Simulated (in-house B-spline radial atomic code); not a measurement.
**The chromium ion Cr⁶⁺: [Ne] 3s2 3p6**

Level of theory: non-relativistic M06-L, spin-polarised, spherical fractional occupations, point nucleus; calculated with a B-spline radial code for spherical atoms.

Effective charges: Z_r = [3n² - l(l+1)]/(2<r>) from the radius, Z_e = n√(-2ε) from the energy, and Slater's rules. Values are occupation-weighted means over spin.

| shell | electrons | ε (eV) | <r> (bohr) | Z_r | Z_e | Slater |
| --- | --- | --- | --- | --- | --- | --- |
| 1s | 2 | -5969.1 | 0.0642 | 23.37 | 20.95 | 23.70 |
| 2s | 2 | -785.12 | 0.2942 | 20.39 | 15.19 | 19.85 |
| 2p | 6 | -682.33 | 0.2603 | 19.21 | 14.16 | 19.85 |
| 3s | 2 | -180.06 | 0.85 | 15.88 | 10.91 | 12.75 |
| 3p | 6 | -149.56 | 0.8744 | 14.30 | 9.95 | 12.75 |

The least bound orbital is 3p at -149.6 eV, and it is also the most diffuse (<r> = 0.8744 bohr).
